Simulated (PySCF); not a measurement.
A side-by-side comparison of computed properties.

First species: 3-methyl-1-heptene, C8H16.
Numbering: `[CH2:1]=[CH:2][C@H:3]([CH3:4])[CH2:5][CH2:6][CH2:7][CH3:8]` (hydrogens: H9, H10 on C1; H11 on C2; H12 on C3; H13, H14, H15 on C4; H16, H17 on C5; H18, H19 on C6; H20, H21 on C7; H22, H23, H24 on C8)

Second species: H12O2SSi5.
SMILES: `O[Si@]([SiH3])(O[SiH3])[SiH2]S[SiH3]`

Levels: PBE0/pcSseg-1 for dipole moment, HOMO energy, LUMO energy and HOMO–LUMO gap; GFN2-xTB for rotational constant A and rotational constant C. Geometries: GFN2-xTB. All species are isolated and taken at one optimised geometry, non-relativistic unless stated. Electronic properties by PySCF.

Dipoles, sizes and rotational constants follow the conformer. The torsions of the flexible species, by atom-mapped SMILES:
- `[CH2:1]=[CH:2][C@H:3]([CH3:4])[CH2:5][CH2:6][CH2:7][CH3:8]`: C1–C2–C3–C4 -116°, C2–C3–C5–C6 -64°, C3–C5–C6–C7 -178°, C5–C6–C7–C8 179°
- `[OH:1][Si@:2]([SiH3:3])([O:4][SiH3:5])[SiH2:6][S:7][SiH3:8]`: O1–Si2–O4–Si5 -167°, O1–Si2–Si6–S7 -171°, Si2–Si6–S7–Si8 171°, H–O1–Si2–Si3 66°

| property | column X | column Y |
| --- | --- | --- |
| dipole moment | 1.41 D | 0.30 D |
| HOMO energy | -7.16 eV | -7.37 eV |
| LUMO energy | -1.09 eV | 0.52 eV |
| HOMO–LUMO gap | 6.07 eV | 7.89 eV |
| rotational constant A | 0.935 GHz | 3.279 GHz |
| rotational constant C | 0.347 GHz | 0.766 GHz |

**Question.** Which column belongs to which species?

**Answer.** Column X is the second species and column Y the first. The first has 24 atoms and 64 electrons, the second 20 and 114.

**Question.** How does each property change from the first species to the second?

**Answer.** dipole moment +1.11 D; HOMO energy +0.21 eV; LUMO energy -1.61 eV; HOMO–LUMO gap -1.82 eV; rotational constant A -2.344 GHz; rotational constant C -0.419 GHz.

On the first: The dipole equals about 1.0 × 10⁻³⁰ C·m (1 D = 3.33564 × 10⁻³⁰ C·m).

On the second: The dipole equals about 4.7 × 10⁻³⁰ C·m (1 D = 3.33564 × 10⁻³⁰ C·m).
